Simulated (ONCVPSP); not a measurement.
Al (Z = 13): one change to an ONCV potential, before and after

ONCVPSP 4.0.1 input, shortened (lines: element, Z, core and valence counts, functional; n l f; lmax; l rc ep ncon nbas qcut; lloc lpopt rc5 dvloc0; l nproj debl; icmod fcfact rcfact), Wu-Cohen, scalar-relativistic:

```
  Al 13.00    3    2  -118130      upf
    1    0    2.00
    2    0    2.00
    2    1    6.00
    3    0    2.00
    3    1    1.00
    1
    0    1.50    0.00    3    8    5.20
    1    1.75    0.00    5    8    5.30
    4    4    1.15    0.00
    0    2    1.90
    1    2    2.00
    1    0.35    0.00
```

All-electron outer shells of the reference configuration (Wu-Cohen, scalar-relativistic, ld1.x):

```
shell  level (eV)  outermost node (bohr)  outermost maximum (bohr)
   2s     -107.94                   0.16                      0.50
   2p      -69.65                      –                      0.43
   3s       -7.72                   0.80                      2.09
   3p       -2.68                   0.82                      2.64
```

Change: p: qcut 3.9.

Cutoffs: the cutoffs (Ha) at which the residual kinetic energy of the hardest occupied pseudo-wave falls to 1 and 0.1 mHa per electron; they do not see the model core or the augmentation charge, which bear on the density cutoff. Errors are all-electron minus pseudo energies relative to the spin-unpolarised reference configuration.

**Question.** How do hardness, ghosts and transferability respond?

**Answer.** The potential gets harder (15 Ha and 55 Ha → 29 Ha and 59 Ha); both files keep a bound ghost (p, s); the errors of the 4 common tests hardly move; the range in which the p phases agree narrows (upper end 4.6 → 3.5).

| quantity | base | changed |
| --- | --- | --- |
| cutoff, loose | 15 Ha | 29 Ha |
| cutoff, tight | 55 Ha | 59 Ha |
| loose cutoff by channel | s 5.6 Ha, p 15 Ha | s 5.6 Ha, p 29 Ha |
| bound ghosts | s, p | s, p |
| GHOST(+) flags under 300 eV | none | none |
| error for 3s2 3p0, meV [ΔE 5.74 eV] | +0.2 | +0.3 |
| error for 3s1 3p0, meV [ΔE 24.93 eV] | -7.4 | -7.0 |
| error for 3s2 3p0.5, meV [ΔE 2.07 eV] | 0.0 | 0.0 |
| error for 3s1 3p2, meV [ΔE 5.13 eV] | -3.5 | -3.1 |
| s: phases at 1.53 bohr within 0.05 rad from the reference energy up to (Ha; the scan ends near 5) | to the end of the scan | to the end of the scan |
| p: phases at 1.77 bohr within 0.05 rad from the reference energy up to (Ha; the scan ends near 5) | 4.6 | 3.5 |
| rms error of d²Exc/dni dnj with the model core, mHa | 0.16 | 0.15 |

Base: The cutoffs count occupied waves only; projector 2 of the p channel, the hardest unoccupied one, needs 74 Ha at the loose tolerance. Changed file: The cutoffs count occupied waves only; projector 2 of the p channel, the hardest unoccupied one, needs 79 Ha at the loose tolerance. A true bound ghost makes a file unfit for plane-wave use even where its test errors are small: the radial tests pick states by their node count and pass the ghost by.
